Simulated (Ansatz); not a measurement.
Abridged output of a molecular run in Ansatz:

```
Functional definition: HF
1143 factors; integrals over basis functions are off by at most 1.4e-3 eV
mean field evaluation 1: about -13107.9067 eV, gradient 3.4e1 eV
mean field evaluation 2: about -13107.9132 eV, gradient 3.4e1 eV
mean field evaluation 4: about -13110.9265 eV, gradient 4.5e0 eV
mean field evaluation 8: about -13110.9776 eV, gradient 7.6e-5 eV
mean field -13110.97756257 eV, -481.8195384845 hartree, gradient 1.5e-6 eV, S^2 0.000000; 0 other end points of the search recorded, 0 dependent functions left out
9 core orbitals not correlated: weight in the atoms' cores, before any rotation towards them, 1.000 or more for the frozen orbitals, at most 0.000 for the correlated occupied ones
reference -13110.97756257 eV, -481.8195384845 hartree; 15, 15 occupied and 90, 90 virtual orbitals, 1143 factors
second order -18.76402066 eV of doubles, -0.00000000 eV of singles
cycle   1  -19.71398965 eV  change   -9.5e-1 eV  update   1.0e-1
cycle   2  -20.29291256 eV  change   -5.8e-1 eV  update   3.2e-2
cycle   3  -20.41880926 eV  change   -1.3e-1 eV  update   1.5e-2
cycle   4  -20.41605735 eV  change    2.8e-3 eV  update   3.8e-3
cycle   5  -20.41664191 eV  change   -5.8e-4 eV  update   1.3e-3
cycle   6  -20.41693093 eV  change   -2.9e-4 eV  update   3.5e-4
cycle   7  -20.41682538 eV  change    1.1e-4 eV  update   1.1e-4
cycle   8  -20.41682103 eV  change    4.4e-6 eV  update   3.6e-5
perturbative correction -0.60063562 eV, -0.0220729519 hartree
Total energy: -13131.99501921 eV, -482.5919157701 hartree
```

Its atoms:

```xyz
13

C    -0.815   -0.427    2.416
C     0.120   -0.029    1.567
C    -0.153    0.396    0.166
O     0.702   -0.306   -0.717
Si    0.656   -0.084   -2.344
H    -0.578   -0.700    3.437
H    -1.858   -0.490    2.119
H     1.162    0.017    1.874
H     0.026    1.477    0.068
H    -1.206    0.211   -0.083
H     0.941    1.337   -2.694
H    -0.687   -0.429   -2.889
H     1.690   -0.973   -2.920
```

Task: Which basis set was used?
A. def2-SVP
B. cc-pV(T+d)Z
C. def2-QZVPP
D. cc-pV(Q+d)Z

Result: A. It gives 114 functions.

Task: Write the keys of the input that set method, charge and spin (a neutral closed shell needs none for the last two).

Result: 
```yaml
correlation: {method: ccsd_t}
```
